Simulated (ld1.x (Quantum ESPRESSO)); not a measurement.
## Varying the TM potential for carbon

Base potential:

ld1.x (Quantum ESPRESSO) 7.5 input, shortened:

```
&input
   title='C', zed=6., rel=1, dft='PZ', iswitch=3,
   config='[He] 2s2 2p2'
 /
 &inputp
   pseudotype=2, tm=.true., lloc=0,
   nlcc=.false.
 /
2
2P  2  1   2.00   0.00  2.70  2.70  0.0
2S  1  0   2.00   0.00  1.05  1.05  0.0
 &test
   configts(1)='2s2 2p2'
 /
```

All-electron outer shells of the reference configuration (LDA (PZ), scalar-relativistic, ld1.x):

```csv
shell,level (eV),outermost node (bohr),outermost maximum (bohr)
1s,-270.81,–,0.18
2s,-13.64,0.38,1.22
2p,-5.42,–,1.19
```

Cutoffs, loose and tight: the cutoffs (Ry, on a coarse ladder) from which the occupation-weighted sum of valence levels, in a spherical-Bessel basis at the reference potential, stays within 10 and 1 mRy of its value at 400 Ry. They do not see the model core or the augmentation charge, which bear on the density cutoff. Test errors are all-electron minus pseudo excitation energies from the reference, over the configurations 2s2 2p1; 2s2 2p0; 2s1 2p0; 2s1 2p3; 2s2 2p2.3; 2s2 2p1.5; 2s1 2p2 (two spin-polarised tests are not counted in the largest error). A dash means not determined; rows that change the core or the reference have their own tests. The largest error is taken over the tests solved by every variant that gives reliable tests at all: 2s1 2p0; 2s1 2p2; 2s1 2p3; 2s2 2p0; 2s2 2p1; 2s2 2p1.5; 2s2 2p2.3.

| change | outcome | cutoff, loose | cutoff, tight | bound ghosts | largest test error (meV) |
| --- | --- | --- | --- | --- | --- |
| base | generated | 35 Ry | 90 Ry | none | +1589 |
| local potential all-electron potential smoothed inside 1.05 bohr (lloc = -1) | generated | 35 Ry | 90 Ry | none | +1596 |
| functional BLYP | generated | 35 Ry | 90 Ry | none | +1624 |
| wave 2p (bound): rc 2.70 bohr becomes 2p (bound): rc 3.96 bohr | generated | 35 Ry | 90 Ry | none | +4713 |
| core none, valence charge 6; reference 1s2 2s1 2p3; waves now 1s (bound): rc 0.30 bohr; 2p (bound): rc 2.60 bohr; local potential all-electron potential smoothed inside 0.80 bohr (lloc = -1) | failed: run_pseudo: Errors in PS-KS equation | – | – | – | – |
| core correction a·sin(br)/r model core inside 0.54 bohr | generated | 35 Ry | 90 Ry | none | +1484 |
| wave 2s (bound): rc 1.05 bohr becomes 2s (bound): rc 1.08 bohr | generated | 35 Ry | 90 Ry | none | +1589 |
| functional PBEsol | generated | 35 Ry | 90 Ry | none | +1448 |

Q: What comes out with this change to the base: all radii scaled by about 0.88 (s 0.92, p 2.38 bohr)?

A: outcome: generated; cutoff, loose: 35 Ry; cutoff, tight: 100 Ry; bound ghosts: none; largest test error (meV): +1101.

Q: What comes out with this change to the base: type PAW; waves now 2s (bound): rcut 0.90, rcutus 1.05 bohr; 2s channel at 0.45 Ry: rcut 0.90, rcutus 1.05 bohr; 2p (bound): rcut 2.35, rcutus 2.70 bohr; 2p channel at 0.2 Ry: rcut 2.35, rcutus 2.70 bohr; local potential all-electron potential smoothed inside 2.60 bohr (lloc = -2); core correction a·sin(br)/r model core, default radius (ld1.x builds one for every PAW set, though the input has nlcc=.false.); augmentation BESSEL, radius 1.00 bohr?

A: outcome: generated; cutoff, loose: 25 Ry; cutoff, tight: 35 Ry; bound ghosts: none; largest test error (meV): +247.
